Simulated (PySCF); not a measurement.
B2FH4, AlB2FH3, Al2B2H5 (calculated)

Calculation on a computer-drawn molecule: the log of a Hartree-Fock and frozen-core CCSD(T) single point meant for a local Hartree-Fock minimum, with one planted fault or none, to be diagnosed. Offsets are logged minus clean, where the clean run is the same molecule without the fault. The reference is restricted for singlets and unrestricted otherwise, and also for a bond in bohr or an excited solution. Adding or removing an electron swaps singlet and doublet. The excited solution moves the top pair (singlet) or top alpha electron (doublet) to the lowest empty orbital. Highest occupied and lowest empty are orbital energies over both spins, largest force is the largest gradient component, triples share is (T) over the correlation energy, the T1 limit is 0.02 restricted and 0.045 unrestricted, electrons count all cores, a negative frequency is imaginary (commonest isotopes), and the dipole is about the centre of nuclear charge. Program: PySCF 2.14.0.

Common to all runs: meant multiplicity 1; logged SCF converged yes; logged CC converged yes; logged SCF stable within its kind yes; possible faults no fault, one electron removed, one electron added, multiplicity raised by two, geometry at a saddle point, SCF held on an excited solution, minimal basis STO-3G, one bond length entered in bohr, all coordinates scaled.

(1) 
```xyz
7
formula=B2FH4 meant_charge=-1 meant_basis=aug-cc-pVDZ logged_electrons=24 logged_basis_functions=105 logged_spin_squared=0 logged_highest_occupied=-4.4512 logged_lowest_empty=3.8202 logged_largest_force=3.678e-05 logged_lowest_frequency=92.579 logged_T1_diagnostic=0.015206 logged_D1_diagnostic=0.036452 logged_triples_share=0.026055 logged_dipole_magnitude=1.3778 logged_energy_HF=-151.15591 logged_energy_CCSD(T)=-151.62037 planted_fault=no_fault HF_energy_offset_from_clean_run=0 CCSD(T)_energy_offset_from_clean_run=0
B     -0.2008    -1.1144    -0.5895
B     -1.0809     0.0855     0.2692
F     -0.3746     1.3763     0.4299
H      0.9187    -1.0043    -1.0746
H     -0.6801    -2.2257    -0.7824
H     -2.1621     0.2855    -0.3380
H     -1.3685    -0.3654     1.4049
```

Units: logged_highest_occupied, logged_lowest_empty in eV; logged_largest_force in hartree/bohr; logged_lowest_frequency in cm⁻¹; logged_dipole_magnitude in debye; logged_energy_HF, logged_energy_CCSD(T) in hartree; HF_energy_offset_from_clean_run, CCSD(T)_energy_offset_from_clean_run in kcal/mol.

Drawn bonds:
```csv
atom,other atom,order
1,2,1
2,3,1
1,4,1
1,5,1
2,6,1
2,7,1
```

(2) 
```xyz
7
formula=AlB2FH3 meant_charge=1 meant_basis=cc-pV(D+d)Z logged_electrons=34 logged_basis_functions=80 logged_spin_squared=0 logged_highest_occupied=-16.878 logged_lowest_empty=-5.4059 logged_largest_force=1.545e-05 logged_lowest_frequency=96.02 logged_T1_diagnostic=0.017341 logged_D1_diagnostic=0.038322 logged_triples_share=0.022438 logged_dipole_magnitude=2.8456 logged_energy_HF=-392.22294 logged_energy_CCSD(T)=-392.65366 planted_fault=no_fault HF_energy_offset_from_clean_run=0 CCSD(T)_energy_offset_from_clean_run=0
B      1.1321    -2.0523    -1.4598
B      0.4002    -2.6878    -0.0872
Al    -1.0629    -1.4614     0.9901
F     -2.1387    -0.5543     1.7785
H      0.6207    -2.2069    -2.5295
H      2.1441    -1.4241    -1.3549
H      0.5289    -3.7434     0.4503
```

Units: logged_highest_occupied, logged_lowest_empty in eV; logged_largest_force in hartree/bohr; logged_lowest_frequency in cm⁻¹; logged_dipole_magnitude in debye; logged_energy_HF, logged_energy_CCSD(T) in hartree; HF_energy_offset_from_clean_run, CCSD(T)_energy_offset_from_clean_run in kcal/mol.

Drawn bonds:
```csv
atom,other atom,order
1,2,1
2,3,1
3,4,1
1,5,1
1,6,1
2,7,1
```

(3) 
```xyz
9
formula=Al2B2H5 meant_charge=1 meant_basis=cc-pV(D+d)Z logged_electrons=41 logged_basis_functions=99 logged_spin_squared=0.7744 logged_highest_occupied=-5.8817 logged_lowest_empty=0.47047 logged_largest_force=0.030771 logged_T1_diagnostic=0.024288 logged_D1_diagnostic=0.091248 logged_triples_share=0.030299 logged_dipole_magnitude=0.96365 logged_energy_HF=-536.00139 logged_energy_CCSD(T)=-536.34568
B     -4.0865     1.2286    -1.5465
B     -2.4817     1.5490    -1.8769
Al    -0.9433     1.7550    -0.4063
Al     0.4869    -0.5305     0.0945
H     -4.8705     2.1210    -1.3847
H     -4.4777     0.0984    -1.4366
H     -2.0974     1.6560    -3.0116
H     -0.3110     2.8576     0.5075
H      1.3189    -1.8235     0.3934
```

Units: logged_highest_occupied, logged_lowest_empty in eV; logged_largest_force in hartree/bohr; logged_dipole_magnitude in debye; logged_energy_HF, logged_energy_CCSD(T) in hartree.

Drawn bonds:
```csv
atom,other atom,order
1,2,1
2,3,1
3,4,1
1,5,1
1,6,1
2,7,1
3,8,1
4,9,1
```

(4) 
```xyz
9
formula=Al2B2H5 meant_charge=1 meant_basis=cc-pV(D+d)Z logged_electrons=40 logged_basis_functions=33 logged_spin_squared=0 logged_highest_occupied=-11.725 logged_lowest_empty=1.3033 logged_largest_force=0.028069 logged_T1_diagnostic=0.011762 logged_D1_diagnostic=0.029245 logged_triples_share=0.014387 logged_dipole_magnitude=5.0686 logged_energy_HF=-529.46574 logged_energy_CCSD(T)=-529.63318
B     -4.0865     1.2286    -1.5465
B     -2.4817     1.5490    -1.8769
Al    -0.9433     1.7550    -0.4063
Al     0.4869    -0.5305     0.0945
H     -4.8705     2.1210    -1.3847
H     -4.4777     0.0984    -1.4366
H     -2.0974     1.6560    -3.0116
H     -0.3110     2.8576     0.5075
H      1.3189    -1.8235     0.3934
```

Units: logged_highest_occupied, logged_lowest_empty in eV; logged_largest_force in hartree/bohr; logged_dipole_magnitude in debye; logged_energy_HF, logged_energy_CCSD(T) in hartree.

Drawn bonds:
```csv
atom,other atom,order
1,2,1
2,3,1
3,4,1
1,5,1
1,6,1
2,7,1
3,8,1
4,9,1
```

Questions
1. Give the missing planted fault for Al2B2H5 (entry 3).
2. Al2B2H5 (entry 4): planted fault?

Calculated values
1. one electron added
2. minimal basis STO-3G

Further results for Al2B2H5 (entry 3):

- HF energy offset from clean run: -123.6 kcal/mol
- CCSD(T) energy offset from clean run: -134.5 kcal/mol

Further results for Al2B2H5 (entry 4):

* HF energy offset from clean run: 3978 kcal/mol
* CCSD(T) energy offset from clean run: 4078 kcal/mol
